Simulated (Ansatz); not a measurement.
C6H18GeN2, SMILES `C[N](C)[Ge]([CH3])([CH3])[N](C)C`, one more setting.

```yaml
crystal:
  periodic: [false, false, false]
  atoms:
    - {symbol: C, position_ang: [-1.688763, -0.750595, -2.057049]}
    - {symbol: N, position_ang: [-0.855352, -0.935509, -0.898557]}
    - {symbol: C, position_ang: [-1.248193, -2.071331, -0.102153]}
    - {symbol: Ge, position_ang: [-0.190648, 0.533726, -0.007452]}
    - {symbol: C, position_ang: [0.307604, 1.859630, -1.353819]}
    - {symbol: C, position_ang: [-1.428000, 1.276895, 1.309986]}
    - {symbol: N, position_ang: [1.246449, -0.159370, 0.913921]}
    - {symbol: C, position_ang: [1.764051, 0.540525, 2.059832]}
    - {symbol: C, position_ang: [2.276822, -0.808994, 0.142562]}
    - {symbol: H, position_ang: [-1.343315, 0.096291, -2.653747]}
    - {symbol: H, position_ang: [-1.649878, -1.639818, -2.700135]}
    - {symbol: H, position_ang: [-2.751656, -0.579674, -1.811587]}
    - {symbol: H, position_ang: [-0.584391, -2.172488, 0.759255]}
    - {symbol: H, position_ang: [-1.175809, -2.994938, -0.691467]}
    - {symbol: H, position_ang: [-2.285650, -2.004441, 0.268335]}
    - {symbol: H, position_ang: [-0.571157, 2.327772, -1.800674]}
    - {symbol: H, position_ang: [0.907497, 2.641903, -0.884476]}
    - {symbol: H, position_ang: [0.900385, 1.397398, -2.144701]}
    - {symbol: H, position_ang: [-2.383483, 1.490392, 0.826685]}
    - {symbol: H, position_ang: [-1.600959, 0.563438, 2.117208]}
    - {symbol: H, position_ang: [-1.048538, 2.206600, 1.737436]}
    - {symbol: H, position_ang: [2.480382, 1.339806, 1.800548]}
    - {symbol: H, position_ang: [2.291562, -0.155754, 2.725201]}
    - {symbol: H, position_ang: [0.955107, 0.991655, 2.638356]}
    - {symbol: H, position_ang: [2.800607, -1.554455, 0.755357]}
    - {symbol: H, position_ang: [1.834809, -1.329213, -0.710014]}
    - {symbol: H, position_ang: [3.040507, -0.109450, -0.238852]}
basis:
  gaussian: {orbitals: pcseg-2}
hamiltonian: {xc: {name: PBE0}, dispersion: d4}
output: {forces: true}
```

```sh
$ ansatz run in.yaml --threads 4 --pin off --events-out ev --progress --plain --max-ram 46080MiB --backend cuda --devices 0, --max-vram 37GiB
```

Output, abridged:

```
Functional definition: PBE0
2595 factors; their error is unknown
mean field evaluation 1: about -65975.2306 eV, gradient 1.1e2 eV
mean field evaluation 2: about -65957.7898 eV, gradient 1.3e2 eV
mean field evaluation 4: about -66000.2855 eV, gradient 7.1e0 eV
mean field evaluation 8: about -66000.3870 eV, gradient 7.7e-2 eV
mean field evaluation 16: about -66000.5587 eV, gradient 5.9e-4 eV
mean field -66000.55872584 eV, -2425.4757963892 hartree, gradient 3.2e-5 eV, S^2 0.000000; 0 other end points of the search recorded, 0 dependent functions left out
reference -66000.55878335 eV, -2425.4757985026 hartree; 50, 50 occupied and 485, 485 virtual orbitals, 2595 factors
Total energy: -66001.19581499 eV, -2425.4992089836 hartree
Atom 0 at    -1.688763    -0.750595    -2.057049 Å, force    -0.016873     0.005961    -0.033399 eV/Å
Atom 1 at    -0.855352    -0.935509    -0.898557 Å, force    -0.002149     0.004960     0.006185 eV/Å
Atom 2 at    -1.248193    -2.071331    -0.102153 Å, force    -0.004752    -0.027458     0.019962 eV/Å
Atom 3 at    -0.190648     0.533726    -0.007452 Å, force     0.001496    -0.004145     0.000057 eV/Å
Atom 4 at     0.307604     1.859630    -1.353819 Å, force     0.011852     0.020891    -0.018050 eV/Å
Atom 5 at    -1.428000     1.276895     1.309986 Å, force    -0.022606     0.009111     0.017597 eV/Å
Atom 6 at     1.246449    -0.159370     0.913921 Å, force    -0.001398     0.005035    -0.006269 eV/Å
Atom 7 at     1.764051     0.540525     2.059832 Å, force     0.008976     0.016068     0.033063 eV/Å
Atom 8 at     2.276822    -0.808994     0.142562 Å, force     0.021243    -0.018720    -0.019338 eV/Å
Atom 9 at    -1.343315     0.096291    -2.653747 Å, force    -0.012767    -0.026804     0.017348 eV/Å
Atom 10 at    -1.649878    -1.639818    -2.700135 Å, force    -0.000500     0.029077     0.019846 eV/Å
Atom 11 at    -2.751656    -0.579674    -1.811587 Å, force     0.031483    -0.005059    -0.005325 eV/Å
Atom 12 at    -0.584391    -2.172488     0.759255 Å, force    -0.020795    -0.001153    -0.025100 eV/Å
Atom 13 at    -1.175809    -2.994938    -0.691467 Å, force    -0.001393     0.028615     0.018287 eV/Å
Atom 14 at    -2.285650    -2.004441     0.268335 Å, force     0.030842    -0.000397    -0.011865 eV/Å
Atom 15 at    -0.571157     2.327772    -1.800674 Å, force     0.020331    -0.014534     0.012096 eV/Å
Atom 16 at     0.907497     2.641903    -0.884476 Å, force    -0.016556    -0.020645    -0.010349 eV/Å
Atom 17 at     0.900385     1.397398    -2.144701 Å, force    -0.016003     0.010022     0.020911 eV/Å
Atom 18 at    -2.383483     1.490392     0.826685 Å, force     0.025820    -0.005270     0.010745 eV/Å
Atom 19 at    -1.600959     0.563438     2.117208 Å, force     0.006213     0.017395    -0.021296 eV/Å
Atom 20 at    -1.048538     2.206600     1.737436 Å, force    -0.006387    -0.024413    -0.011586 eV/Å
Atom 21 at     2.480382     1.339806     1.800548 Å, force    -0.021213    -0.023730     0.005731 eV/Å
Atom 22 at     2.291562    -0.155754     2.725201 Å, force    -0.017856     0.022306    -0.020560 eV/Å
Atom 23 at     0.955107     0.991655     2.638356 Å, force     0.026996    -0.013064    -0.016780 eV/Å
Atom 24 at     2.800607    -1.554455     0.755357 Å, force    -0.016886     0.022549    -0.019015 eV/Å
Atom 25 at     1.834809    -1.329213    -0.710014 Å, force     0.016617     0.012917     0.024951 eV/Å
Atom 26 at     3.040507    -0.109450    -0.238852 Å, force    -0.023735    -0.019515     0.012152 eV/Å
Dipole moment:    -0.063133     0.176707    -0.002498 e Å
```

Hardware: 4 threads of an AMD EPYC 7R13 on a shared host and a share of an NVIDIA H100 80 GB. Wall time 18 s, peak host memory 1.3 GiB.
